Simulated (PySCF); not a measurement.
# Spinor energies of Sn²⁺ (tin, charge +2)

Start: [Kr] 4d10 5s2. Calculated with PySCF 2.14 in x2c-TZVPall-2c (8s9p5d2f, 74 functions): generalised Hartree-Fock with the X2C-1e Hamiltonian and a Gaussian nucleus; one run each with spin-orbit coupling (SO) switched off, then screened by Boettger's factors. This is a chosen level, not necessarily the ground level.

| spinor shell | electrons | ε, spin-free (eV) | ε, screened SO (eV) | weight of nominal j (screened SO) | rms radius, screened SO (bohr) |
| --- | --- | --- | --- | --- | --- |
| 1s1/2 | 2 | -29364.7 | -29362.0 | 1.000 | 0.0333 |
| 2s1/2 | 2 | -4540.9 | -4540.1 | 1.000 | 0.136 |
| 2p1/2 | 2 | -4071.1 | -4231.1 | 1.000 | 0.118 |
| 2p3/2 | 4 | -4071.1 | -3998.1 | 1.000 | 0.123 |
| 3s1/2 | 2 | -930.26 | -930.07 | 1.000 | 0.361 |
| 3p1/2 | 2 | -772.93 | -803.08 | 1.000 | 0.354 |
| 3p3/2 | 4 | -772.93 | -759.11 | 1.000 | 0.366 |
| 3d3/2 | 4 | -531.43 | -536.65 | 1.000 | 0.340 |
| 3d5/2 | 6 | -531.43 | -527.78 | 1.000 | 0.343 |
| 4s1/2 | 2 | -177.47 | -177.44 | 1.000 | 0.874 |
| 4p1/2 | 2 | -127.49 | -132.97 | 1.000 | 0.931 |
| 4p3/2 | 4 | -127.49 | -125.00 | 1.000 | 0.960 |
| 4d3/2 | 4 | -52.957 | -53.637 | 1.000 | 1.17 |
| 4d5/2 | 6 | -52.957 | -52.494 | 1.000 | 1.18 |
| 5s1/2 | 2 | -28.794 | -28.796 | 1.000 | 2.42 |

```json
{"quantity": "E (hartree)", "spin-free": "-6172.29206", "screened SO": "-6173.75346"}
{"quantity": "M_J", "spin-free": "0", "screened SO": "0"}
{"quantity": "⟨J²⟩", "spin-free": "0.000", "screened SO": "0.000"}
{"quantity": "⟨L²⟩", "spin-free": "0.000", "screened SO": "0.018"}
{"quantity": "⟨S²⟩", "spin-free": "0.000", "screened SO": "0.018"}
```

Breit and QED terms are absent; they matter most for the inner s and p1/2 levels.

Densities and radii are taken from the X2C orbitals without a picture-change correction, which distorts them close to the nucleus.

Without spin-orbit coupling the j labels of p, d and f shells carry no meaning; the spin-free column gives the mean over the occupied spinors of each nl shell.
